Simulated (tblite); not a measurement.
C4H9ClOSi.
SMILES with atom numbers: `[CH3:1][O:2]/[C:3](=[CH:4]/[Cl:5])[CH2:6][SiH3:7]` (hydrogens: H8, H9, H10 on C1; H11 on C4; H12, H13 on C6; H14, H15, H16 on Si7)

Computed with GFN2-xTB (tblite), gas phase: L-BFGS steps from a force-field or distance-geometry start until the largest atomic force falls under 0.01 eV/Å.

Step 5: E = -638.7994 eV
```
atom  x, y, z in Å  |  force x, y, z in eV/Å
C1     -2.2310    0.8672   -0.6042   -0.019   0.012   0.034
O2     -0.8396    0.6946   -0.7297    0.109   0.018  -0.091
C3     -0.2410   -0.4113   -0.1912   -0.088   0.120   0.151
C4     -0.9193   -1.3376    0.4933    0.075   0.134  -0.115
Cl5    -0.1554   -2.7142    1.1947    0.115  -0.059   0.017
C6      1.2317   -0.4208   -0.4410   -0.067  -0.120  -0.052
Si7     2.2757    0.6506    0.7634   -0.133  -0.101  -0.102
H8     -2.4795    1.7968   -1.1170    0.135  -0.020  -0.003
H9     -2.7850    0.0502   -1.0728    0.016  -0.080  -0.021
H10    -2.5330    0.9506    0.4428    0.016  -0.018   0.068
H11    -1.9820   -1.3308    0.6559    0.000   0.040   0.005
H12     1.5860   -1.4515   -0.3906   -0.011   0.054  -0.011
H13     1.3993   -0.0586   -1.4582   -0.021  -0.003   0.080
H14     2.1011    0.1677    2.1267   -0.061  -0.033   0.099
H15     1.8829    2.0490    0.6533   -0.071   0.084  -0.004
H16     3.6813    0.5070    0.3813    0.004  -0.028  -0.054
```

Step 6: E = -638.8038 eV
```
atom  x, y, z in Å  |  force x, y, z in eV/Å
C1     -2.2284    0.8648   -0.6026   -0.008   0.014   0.017
O2     -0.8364    0.6945   -0.7298    0.040   0.005  -0.071
C3     -0.2409   -0.4110   -0.1906   -0.038   0.172   0.114
C4     -0.9192   -1.3355    0.4932    0.023   0.077  -0.074
Cl5    -0.1471   -2.7106    1.1911    0.068  -0.049   0.021
C6      1.2308   -0.4207   -0.4415   -0.120  -0.120  -0.050
Si7     2.2710    0.6475    0.7614   -0.080  -0.007   0.004
H8     -2.4678    1.7944   -1.1180    0.072  -0.001   0.004
H9     -2.7847    0.0475   -1.0709    0.047  -0.048  -0.018
H10    -2.5320    0.9471    0.4450    0.035  -0.001   0.036
H11    -1.9836   -1.3242    0.6540    0.057  -0.001   0.020
H12     1.5796   -1.4510   -0.3883    0.038   0.000  -0.034
H13     1.3955   -0.0563   -1.4573   -0.003  -0.014   0.052
H14     2.0978    0.1664    2.1300   -0.053  -0.010   0.022
H15     1.8797    2.0506    0.6525   -0.054   0.011   0.001
H16     3.6782    0.5056    0.3783   -0.022  -0.027  -0.043
```

**Question.** Estimate the geometry and energy of step 7. (The exact step hangs on the optimiser's Hessian estimate; all steps are aligned on step 6, rigid shifts and turns removed.)

**Answer.** E = -638.8066 eV, largest force 0.147 eV/Å
```
atom  x, y, z in Å  |  force x, y, z in eV/Å
C1     -2.2267    0.8634   -0.6013    0.007   0.010  -0.002
O2     -0.8340    0.6949   -0.7314   -0.023   0.014  -0.042
C3     -0.2412   -0.4075   -0.1881    0.002   0.135   0.057
C4     -0.9188   -1.3333    0.4921   -0.003   0.006  -0.011
Cl5    -0.1407   -2.7092    1.1892    0.023  -0.003   0.003
C6      1.2281   -0.4225   -0.4424   -0.085  -0.061  -0.012
Si7     2.2664    0.6452    0.7601   -0.029   0.043   0.062
H8     -2.4591    1.7930   -1.1185    0.019   0.013   0.009
H9     -2.7835    0.0450   -1.0701    0.067  -0.014  -0.007
H10    -2.5306    0.9449    0.4471    0.050   0.007   0.003
H11    -1.9835   -1.3202    0.6533    0.074  -0.026   0.034
H12     1.5764   -1.4509   -0.3876    0.050  -0.049  -0.046
H13     1.3930   -0.0552   -1.4558    0.001  -0.017   0.012
H14     2.0946    0.1654    2.1324   -0.048   0.007  -0.033
H15     1.8765    2.0518    0.6521   -0.044  -0.043   0.004
H16     3.6756    0.5041    0.3755   -0.061  -0.024  -0.030
```

The energy changes by -0.0028 eV. The first-order estimate −F·Δx gives -0.0041 eV and the mean of the old and new forces, exact on a quadratic surface, -0.0028 eV. The step makes an angle of 51° with the force vector and moves no atom by more than 0.009 Å.

What follows is the cost of the whole relaxation. The run took 0.41 s wall on Arm Neoverse V1, one thread, no GPU, shared host with 32 logical CPUs at a one-minute load of 22.
